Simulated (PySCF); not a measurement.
Geometry:
```tsv
atom	x (Å)	y (Å)	z (Å)
C1	2.321	-1.562	0.177
C2	2.144	-0.247	0.054
C3	0.922	0.396	-0.537
C4	0.214	1.263	0.461
C5	-1.045	1.122	0.911
B6	-2.087	0.018	0.537
O7	-1.796	-0.984	-0.342
O8	-3.341	0.011	1.086
H9	1.555	-2.269	-0.158
H10	3.230	-1.978	0.619
H11	2.928	0.433	0.414
H12	0.243	-0.367	-0.937
H13	1.237	1.042	-1.380
H14	0.819	2.091	0.858
H15	-1.367	1.875	1.644
H16	-2.550	-1.575	-0.444
H17	-3.486	0.737	1.699
```

Geometry: PBE0-D3(BJ)/def2-SVP; GIAO shifts from PySCF 2.14.0 with density-fitted response routines, gas phase, non-relativistic, averaged over equivalent atoms.

At B3LYP/pcSseg-1 (181 basis functions, 21 s wall time on 1 thread of an Arm Neoverse V1, shared host):
| atoms | δ (ppm) |
| --- | --- |
| C4 | 166.0 |
| C2 | 145.6 |
| C5 | 124.4 |
| C1 | 123.0 |
| C3 | 42.2 |
| B6 | 27.1 |
| O7/O8 | 124.0 |
| H14 | 6.61 |
| H11 | 5.92 |
| H9 | 5.42 |
| H10 | 5.14 |
| H15 | 4.94 |
| H16/H17 | 3.63 |
| H12/H13 | 3.58 |

δ = σ(ref) − σ, references computed at the same level: 13C (σ = 179.24 ppm), 1H (σ = 31.38 ppm) vs TMS; 11B (σ = 97.83 ppm) vs BF3·OEt2; 17O (σ = 334.04 ppm) against H2O.

Task: What do these become at PBE0/pcSseg-1?

Result: 
```json
{"atoms": "C4", "δ at PBE0/pcSseg-1": "165.3", "change": "-0.7"}
{"atoms": "C2", "δ at PBE0/pcSseg-1": "144.6", "change": "-1.0"}
{"atoms": "C5", "δ at PBE0/pcSseg-1": "124.4", "change": "+0.0"}
{"atoms": "C1", "δ at PBE0/pcSseg-1": "124.0", "change": "+1.0"}
{"atoms": "C3", "δ at PBE0/pcSseg-1": "41.4", "change": "-0.8"}
{"atoms": "B6", "δ at PBE0/pcSseg-1": "26.8", "change": "-0.3"}
{"atoms": "O7/O8", "δ at PBE0/pcSseg-1": "122.0", "change": "-2.0"}
{"atoms": "H14", "δ at PBE0/pcSseg-1": "6.71", "change": "+0.10"}
{"atoms": "H11", "δ at PBE0/pcSseg-1": "6.00", "change": "+0.08"}
{"atoms": "H9", "δ at PBE0/pcSseg-1": "5.55", "change": "+0.13"}
{"atoms": "H10", "δ at PBE0/pcSseg-1": "5.28", "change": "+0.14"}
{"atoms": "H15", "δ at PBE0/pcSseg-1": "5.09", "change": "+0.15"}
{"atoms": "H16/H17", "δ at PBE0/pcSseg-1": "3.68", "change": "+0.05"}
{"atoms": "H12/H13", "δ at PBE0/pcSseg-1": "3.61", "change": "+0.03"}
```

Referencing at the same level of theory: 13C (σref 184.41) and 1H (σref 31.27) vs TMS; 11B (σref 100.73) against BF3·OEt2; H2O for 17O (σref 334.56).

The largest change is at O7/O8 (oxygen bonded to B, H). Cost: 181 basis functions, 30 s wall time on 1 thread of an Arm Neoverse V1, shared host. The order of the carbon signals is the same at both levels.

A carbon bonded to boron is broadened by the quadrupolar boron nucleus and is often missing from a measured spectrum. Experimental scales use liquid or dissolved standards, which lie at an offset from isolated H2O (liquid H2O: subtract about 36 ppm).
